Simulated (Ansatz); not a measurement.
Consider the hydrogenolysis of the Si–Si bond: `F[SiH]([SiH3])O[SiH3]` + H₂ → `F[SiH2]O[SiH3]` + SiH₄.

Computed with Ansatz on PBE0-D4/def2-TZVP structures; ΔE is electronic, products minus reactants. CCSD(T)/CBS is the MP2 limit (def2-TZVPP, def2-QZVPP) plus CCSD(T) − MP2 in def2-TZVPP, frozen cores. This one scheme is used for every species. Functionals use def2-TZVPP. B3LYP here is the variant with VWN-RPA as its local correlation; programs differ in this. HSE06 is defined as in plane-wave codes. One conformer a species, not always the lowest.

`F[SiH]([SiH3])O[SiH3]`:

Z-matrix (Å, degrees):
```
Si
Si 1 2.346
O 1 1.623 2 111.3
F 1 1.601 2 108.0 3 -119.2
H 1 1.482 2 114.4 3 122.2
H 2 1.488 1 109.4 3 -59.1
H 2 1.487 1 110.0 3 -178.8
H 2 1.487 1 110.3 3 60.7
Si 3 1.640 1 148.0 2 -40.3
H 9 1.487 3 109.7 1 29.9
H 9 1.483 3 109.7 1 -90.5
H 9 1.482 3 108.2 1 149.5
```

H₂:

Z-matrix (Å, degrees):
```
H
H 1 0.746
```

`F[SiH2]O[SiH3]`:

Z-matrix (Å, degrees):
```
Si
O 1 1.616
F 1 1.594 2 109.6
H 1 1.480 2 110.5 3 117.7
H 1 1.476 2 108.7 3 -117.5
Si 2 1.641 1 148.9 3 -67.9
H 6 1.483 2 109.6 1 90.2
H 6 1.486 2 109.9 1 -30.3
H 6 1.482 2 108.1 1 -150.1
```

SiH₄:

```xyz
5

Si    0.000    0.000    0.000
H    -1.303    0.605   -0.375
H     0.372   -1.032   -1.000
H    -0.114   -0.628    1.341
H     1.044    1.055    0.034
```

```json
{"level": "LDA (SPW92)", "ΔE (kJ/mol)": "-17.6", "difference from CCSD(T)/CBS": "13.8"}
{"level": "PBE-D4", "ΔE (kJ/mol)": "-13.3", "difference from CCSD(T)/CBS": "18.1"}
{"level": "revPBE-D4", "ΔE (kJ/mol)": "-10.8", "difference from CCSD(T)/CBS": "20.6"}
{"level": "BLYP-D4", "ΔE (kJ/mol)": "-22.3", "difference from CCSD(T)/CBS": "9.1"}
{"level": "B97M-V", "ΔE (kJ/mol)": "-28.3", "difference from CCSD(T)/CBS": "3.1"}
{"level": "PBE0-D4", "ΔE (kJ/mol)": "-21.3", "difference from CCSD(T)/CBS": "10.1"}
{"level": "B3LYP-D4", "ΔE (kJ/mol)": "-28.6", "difference from CCSD(T)/CBS": "2.8"}
{"level": "r2SCANh-D4", "ΔE (kJ/mol)": "-25.9", "difference from CCSD(T)/CBS": "5.5"}
{"level": "r2SCAN0-D4", "ΔE (kJ/mol)": "-29.0", "difference from CCSD(T)/CBS": "2.4"}
{"level": "HSE06-D4", "ΔE (kJ/mol)": "-21.4", "difference from CCSD(T)/CBS": "10.0"}
{"level": "BHLYP-D4", "ΔE (kJ/mol)": "-37.2", "difference from CCSD(T)/CBS": "-5.8"}
{"level": "CAM-B3LYP-D4", "ΔE (kJ/mol)": "-36.1", "difference from CCSD(T)/CBS": "-4.7"}
{"level": "ωB97X-V", "ΔE (kJ/mol)": "-31.3", "difference from CCSD(T)/CBS": "0.1"}
{"level": "ωB97M-V", "ΔE (kJ/mol)": "-35.0", "difference from CCSD(T)/CBS": "-3.6"}
{"level": "B2PLYP", "ΔE (kJ/mol)": "-39.9", "difference from CCSD(T)/CBS": "-8.5"}
{"level": "PBE-QIDH", "ΔE (kJ/mol)": "-33.5", "difference from CCSD(T)/CBS": "-2.1"}
{"level": "PBE", "ΔE (kJ/mol)": "-20.9", "difference from CCSD(T)/CBS": "10.5"}
{"level": "revPBE", "ΔE (kJ/mol)": "-23.4", "difference from CCSD(T)/CBS": "8.0"}
{"level": "BLYP", "ΔE (kJ/mol)": "-36.8", "difference from CCSD(T)/CBS": "-5.4"}
{"level": "PBE0", "ΔE (kJ/mol)": "-28.2", "difference from CCSD(T)/CBS": "3.2"}
{"level": "B3LYP", "ΔE (kJ/mol)": "-40.8", "difference from CCSD(T)/CBS": "-9.4"}
{"level": "r2SCANh", "ΔE (kJ/mol)": "-28.3", "difference from CCSD(T)/CBS": "3.1"}
{"level": "r2SCAN0", "ΔE (kJ/mol)": "-31.7", "difference from CCSD(T)/CBS": "-0.3"}
{"level": "HSE06", "ΔE (kJ/mol)": "-28.1", "difference from CCSD(T)/CBS": "3.3"}
{"level": "BHLYP", "ΔE (kJ/mol)": "-49.0", "difference from CCSD(T)/CBS": "-17.6"}
{"level": "LC-ωPBE", "ΔE (kJ/mol)": "-33.0", "difference from CCSD(T)/CBS": "-1.6"}
{"level": "MP2/def2-SVP", "ΔE (kJ/mol)": "-46.8", "difference from CCSD(T)/CBS": "-15.4"}
{"level": "CCSD/def2-SVP", "ΔE (kJ/mol)": "-50.4", "difference from CCSD(T)/CBS": "-19.0"}
{"level": "CCSD(T)/def2-SVP", "ΔE (kJ/mol)": "-46.5", "difference from CCSD(T)/CBS": "-15.1"}
{"level": "HF/def2-TZVPP", "ΔE (kJ/mol)": "-65.0", "difference from CCSD(T)/CBS": "-33.6"}
{"level": "MP2/def2-TZVPP", "ΔE (kJ/mol)": "-37.0", "difference from CCSD(T)/CBS": "-5.6"}
{"level": "SCS-MP2/def2-TZVPP", "ΔE (kJ/mol)": "-43.6", "difference from CCSD(T)/CBS": "-12.2"}
{"level": "CCSD/def2-TZVPP", "ΔE (kJ/mol)": "-41.0", "difference from CCSD(T)/CBS": "-9.6"}
{"level": "CCSD(T)/def2-TZVPP", "ΔE (kJ/mol)": "-35.6", "difference from CCSD(T)/CBS": "-4.2"}
{"level": "HF/def2-QZVPP", "ΔE (kJ/mol)": "-65.4", "difference from CCSD(T)/CBS": "-34.0"}
{"level": "MP2/def2-QZVPP", "ΔE (kJ/mol)": "-34.8", "difference from CCSD(T)/CBS": "-3.4"}
{"level": "SCS-MP2/def2-QZVPP", "ΔE (kJ/mol)": "-41.4", "difference from CCSD(T)/CBS": "-10.0"}
{"level": "HF/CBS(def2)", "ΔE (kJ/mol)": "-65.5", "difference from CCSD(T)/CBS": "-34.1"}
{"level": "MP2/CBS(def2)", "ΔE (kJ/mol)": "-32.8", "difference from CCSD(T)/CBS": "-1.4"}
{"level": "CCSD/CBS(def2)", "ΔE (kJ/mol)": "-36.8", "difference from CCSD(T)/CBS": "-5.4"}
{"level": "CCSD(T)/CBS", "ΔE (kJ/mol)": "-31.4", "difference from CCSD(T)/CBS": "0"}
```

Largest T1 diagnostic among the species: 0.013.

The D4 term adds +12.2 kJ/mol with B3LYP and +7.0 kJ/mol with PBE0; it sums over pairs of atoms, weighted by their polarisabilities, and B3LYP, whose exchange is more repulsive, gets the larger term. At CCSD(T), def2-SVP lies −15.1 kJ/mol from the extrapolated value and def2-TZVPP −4.2 kJ/mol. From PBE to PBE0 (25 % exact exchange), in def2-TZVPP and without D4, ΔE moves by −7.4 kJ/mol.
